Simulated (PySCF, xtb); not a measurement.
Sn(H)(Br)(NH2)2 (BrH5N2Sn), SMILES [Br][SnH]([NH2])[NH2]. One conformer was computed; it need not be the lowest.

Harmonic wavenumbers (cm⁻¹) from GFN2-xTB run with xtb 6.7.1 at its own minimum, in rising order: 65, 105, 125, 129, 145, 241, 444, 460, 489, 513, 659, 681, 740, 778, 1309, 1468, 1487, 3406, 3414, 3438, 3446.

Q: What does PySCF with PBE-D3(BJ)/def2-SVP give at its own minimum? (An estimate is asked for; the answer gives what the named calculation found.)

A: 81, 113, 133, 152, 167, 233, 496, 530, 540, 558, 652, 670, 831, 868, 1488, 1499, 1876, 3403, 3407, 3501, 3502. Paired by order, the mean absolute difference is 59 cm⁻¹ and the zero-point energies are 33.7 and 35.3 kcal/mol.
